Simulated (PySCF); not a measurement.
WO2Cl2, SMILES [Cl][W](=[O])(=[O])[Cl], multiplicity 1. Heavy atoms are numbered as in [W:1](=[O:2])(=[O:3])([Cl:4])[Cl:5].

Geometry optimised at PBE-D3(BJ)/def2-SVP. The multiplicity is an assumed one; no other spin state was optimised. The isomer is the one that the SMILES or the coordinates give; other isomers of the formula were not compared. The def2 effective core potentials stand for the cores of W; spin–orbit coupling is left out.

The numbers are results of M06-2X/def2-TZVP run with PySCF, not measurements.

Atomic charges (e), one atom of each kind:

```tsv
atom	Mulliken	Löwdin
W1	1.39	0.37
O2	-0.43	-0.27
Cl4	-0.27	0.09
```
